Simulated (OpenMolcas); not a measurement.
**Cr3+: moving or changing the point charges**

Cr3+ among 6 point charges of -2.2 e arranged as a tetragonal octahedron (D4h), 1.78 Å from the ion, with the axial distance 1.691 Å.
```
   1.7800    0.0000    0.0000  -2.20
   0.0000    1.7800    0.0000  -2.20
  -1.7800    0.0000    0.0000  -2.20
   0.0000   -1.7800    0.0000  -2.20
   0.0000    0.0000    1.6910  -2.20
   0.0000    0.0000   -1.6910  -2.20
```

```
Program             : OpenMolcas
Method              : SS-CASPT2, IPEA 0.25 Eh, imaginary shift 0.1 Eh (closed shells correlated: 3s 3p)
Basis               : ANO-RCC-VDZP [5s4p2d1f]
Scalar Hamiltonian  : DKH2, point nucleus
Active space        : 3 electrons in 5 orbitals (3d)
State averaging     : 2S+1 = 4 even, 10 roots; 2S+1 = 2 even, 40 roots
Spin-orbit coupling : state interaction with AMFI integrals over the reference wave functions
```

Runs around this geometry, states (labels of D4, the rotations of D4h). Energies in cm-1 above the lowest state or level, χT in cm3 K/mol.

```tsv
R (Å)	q (e)	Ground state	First state of that spin	First gap with spin-orbit (degeneracies)	χT at 300 K	First state of another spin
1.78	-1.1	4B1	4B2 5100	1 (2, 2)	1.720	2B1 17000
1.78	-2.2	4B1	4E 9910	1 (2, 2)	1.797	2B1 16670
1.88	-2.2	4B1	4E 7930	0 (2, 2)	1.774	2B1 16850
```

Taking the first state of the same spin as R^-n, n = -ln(7930 / 9910) / ln(1.88 / 1.78) = 4.1 between the shortest and longest distance.

Free-ion shares, where given, are those of the reference states; single-state CASPT2 does not remix them. This is an electrostatic model: the charges have no orbitals. No measured value stands beside these numbers.
